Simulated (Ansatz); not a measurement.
Gas-phase electronic energies from Ansatz, PBE0-D4/def2-TZVP geometries. CCSD(T)/CBS adds triple-zeta CCSD(T) − MP2 to the extrapolated MP2 energy (def2 sets, frozen cores). DFT in def2-TZVPP. For Br outer-core shells are correlated without core-valence functions, which leaves a few kJ/mol of doubt a bond. Scalar relativity is left out up to krypton. Each species was taken in one conformer, which may not be the lowest.

`CN(P)[CH2][AlH2]` + `O[SiH](O)Br` → `O[SiH](Br)[O][AlH2]` + `CN(C)P`  (ligand exchange at the Al–C bond)

Problem. Is it downhill or uphill in electronic energy at CCSD(T)/CBS, and by how much? (An estimate is asked.)

Solution. Ansatz gave: Downhill: ΔE = -202.4 kJ/mol.

Problem. What do these levels give: PBE-D4, r2SCAN-D4, PBE0-D4, B2PLYP, MP2/def2-TZVPP, SCS-MP2/def2-QZVPP? (An estimate is asked.)

Solution. The calculation gave: PBE-D4 -182.2, r2SCAN-D4 -198.4, PBE0-D4 -191.4, B2PLYP -211.3, MP2/def2-TZVPP -206.9, SCS-MP2/def2-QZVPP -212.0 kJ/mol.

Largest T1 diagnostic among the species: 0.012.

From PBE to PBE0 (25 % exact exchange), in def2-TZVPP and without D4, ΔE moves by −8.6 kJ/mol. The D4 term adds +5.2 kJ/mol with B3LYP and +2.6 kJ/mol with PBE0; it sums over pairs of atoms, weighted by their polarisabilities, and B3LYP, whose exchange is more repulsive, gets the larger term.

B3LYP here is the variant with VWN-RPA as its local correlation; programs differ in this.
